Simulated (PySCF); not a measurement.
C3H4O3, SMILES O=C1OCCO1.

Geometry: B3LYP-D3(BJ)/def2-SVP. Other conformers were not sampled.

Two levels are set side by side: TDDFT-PBE/def2-SVPD (PySCF) and TDDFT-CAM-B3LYP/def2-SVPD (PySCF). Vertical, same geometry. The lowest singlet is HOMO→LUMO 100 % with PBE and HOMO→LUMO+3 52 %, HOMO→LUMO+2 20 %, HOMO→LUMO+4 17 % with the other functional; states are paired by order. Differences are taken from unrounded values.

| quantity | TDDFT-CAM-B3LYP |
|---|---|
| lowest singlet excitation (eV) | 7.03 |
| lowest triplet excitation (TDA) (eV) | 6.54 |

### Question
What does TDDFT-PBE give, and how far is it from TDDFT-CAM-B3LYP? (Estimate from the structure and the level; the computed values follow.)

### Answer

```tsv
quantity	TDDFT-PBE	TDDFT-PBE minus TDDFT-CAM-B3LYP
lowest singlet excitation (eV)	6.64	-0.39
lowest triplet excitation (TDA) (eV)	6.31	-0.23
```

A lower first singlet is the usual sign of a functional without exact exchange. Differences between two approximate levels are no errors against the true value.

Rough cost on one machine, each run with all the roots and properties that it gave: TDDFT-CAM-B3LYP against TDDFT-PBE about 8 times.
